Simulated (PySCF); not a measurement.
**Functional dependence of a UV spectrum**

Species: C5H4F2.
Atom-mapped SMILES: `[F:1]/[CH:2]=[C:3](/[F:4])[C:5]1=[CH:6][CH2:7]1` (hydrogens: H8 on C2; H9 on C6; H10, H11 on C7)

Geometry (PBE0-D3(BJ)/def2-SVP, Å), atoms numbered from 1 in this order:
```
atom  x, y, z in Å
F1     2.041   -0.547   -1.008
C2     1.264   -1.478   -0.480
C3     0.092   -1.173    0.101
F4    -0.629   -2.178    0.607
C5    -0.457    0.136    0.224
C6    -1.408    0.936    0.621
C7    -0.250    1.590   -0.061
H8     1.644   -2.499   -0.555
H9    -2.370    1.074    1.106
H10    0.490    2.155    0.528
H11   -0.355    1.957   -1.094
```

Linear-response calculations in the def2-SVPD basis (PySCF; singlets by full response, triplets Tamm–Dancoff, core orbitals frozen in the response; HF means time-dependent Hartree–Fock). 'Strongest' is the level of largest summed f among the singlets computed (10 roots, of which the last may lack a degenerate partner); it can jump between rows when another state enters that window. S1 is the lowest singlet of each run and needn't be the same state throughout; f(S1) is that of one state. The structure is a single PBE0-D3(BJ)/def2-SVP conformer in the gas phase; no vibrational or solvent corrections.

```json
{"functional": "LDA", "kind": "LDA", "S1 (eV)": "4.65", "f(S1)": "0.304", "strongest (eV)": "4.65", "T1 (eV)": "2.84", "HOMO (eV)": "-5.87", "gap (eV)": "3.31", "ionisation energy, ΔSCF (eV)": "8.82"}
{"functional": "PBE", "kind": "GGA", "S1 (eV)": "4.72", "f(S1)": "0.323", "strongest (eV)": "4.72", "T1 (eV)": "2.72", "HOMO (eV)": "-5.69", "gap (eV)": "3.38", "ionisation energy, ΔSCF (eV)": "8.59"}
{"functional": "B3LYP", "kind": "global hybrid, 20% exact exchange", "S1 (eV)": "4.95", "f(S1)": "0.376", "strongest (eV)": "4.95", "T1 (eV)": "2.77", "HOMO (eV)": "-6.58", "gap (eV)": "4.93", "ionisation energy, ΔSCF (eV)": "8.77"}
{"functional": "PBE0", "kind": "global hybrid, 25% exact exchange", "S1 (eV)": "5.04", "f(S1)": "0.383", "strongest (eV)": "5.04", "T1 (eV)": "2.73", "HOMO (eV)": "-6.76", "gap (eV)": "5.33", "ionisation energy, ΔSCF (eV)": "8.75"}
{"functional": "BHandHLYP", "kind": "global hybrid, 50% exact exchange", "S1 (eV)": "5.24", "f(S1)": "0.433", "strongest (eV)": "5.24", "T1 (eV)": "2.74", "HOMO (eV)": "-7.71", "gap (eV)": "7.30", "ionisation energy, ΔSCF (eV)": "8.74"}
{"functional": "CAM-B3LYP", "kind": "range-separated hybrid", "S1 (eV)": "5.13", "f(S1)": "0.400", "strongest (eV)": "5.13", "T1 (eV)": "2.79", "HOMO (eV)": "-8.02", "gap (eV)": "7.67", "ionisation energy, ΔSCF (eV)": "8.87"}
{"functional": "wB97X-D", "kind": "range-separated hybrid", "S1 (eV)": "5.14", "f(S1)": "0.401", "strongest (eV)": "5.14", "T1 (eV)": "2.88", "HOMO (eV)": "-8.52", "gap (eV)": "8.85", "ionisation energy, ΔSCF (eV)": "8.79"}
{"functional": "LC-wPBE", "kind": "range-separated hybrid", "S1 (eV)": "5.32", "f(S1)": "0.415", "strongest (eV)": "5.32", "T1 (eV)": "2.76", "HOMO (eV)": "-9.29", "gap (eV)": "10.06", "ionisation energy, ΔSCF (eV)": "8.96"}
{"functional": "HF", "kind": "Hartree–Fock", "S1 (eV)": "5.50", "f(S1)": "0.507", "strongest (eV)": "5.50", "T1 (eV)": "2.45", "HOMO (eV)": "-9.05", "gap (eV)": "11.31", "ionisation energy, ΔSCF (eV)": "not settled"}
```

S1 runs from 4.65 eV (LDA) to 5.50 eV (HF), a spread of 0.85 eV, while the orbital gap spreads over 8.0 eV. Along PBE (0%), B3LYP (20%), PBE0 (25%), BHandHLYP (50%), HF (100%) S1 rises with the share of exact exchange. −ε(HOMO) comes closest to its own ΔSCF ionisation energy with wB97X-D (-0.28 eV) and misses most with LDA (-2.95 eV). 'Not settled' means that the ion's SCF failed to converge or may have ended in another state than the lowest.
